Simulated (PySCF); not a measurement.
Gas-phase reaction: ZnF2 + 2 C2F5 = Zn + 2 C2F6

Energies from PySCF, thermal terms from the rigid-rotor harmonic-oscillator model, ideal gas at 1 bar. † marks an energy on the PBE0/def2-TZVP geometry and frequencies; other levels use their own. CCSD(T) freezes the core. Open shells (unrestricted): C2F5 (multiplicity 2); the rest are closed-shell singlets. Zn: all electrons, no relativistic terms. C2F5: computed as isolated molecules; such fragments, hydroxides, amides, oligomers or adducts are transient or little studied in the gas. CCSD(T) isn't extrapolated to the basis-set limit.

PBE0/def2-QZVP† gives ΔH°(298 K) = -225 kJ.

Problem. What do ωB97X-V/def2-TZVP†, CCSD(T)/def2-SVP†, PBE0/def2-TZVP give?

Solution. ωB97X-V/def2-TZVP†: -246 kJ; CCSD(T)/def2-SVP†: -297 kJ; PBE0/def2-TZVP: -249 kJ. For scale, ΔH°(298 K) is -225 kJ at this level, -274 kJ at ωB97M-V/def2-TZVP†, and runs from -310 to -158 kJ over the 18 levels computed.
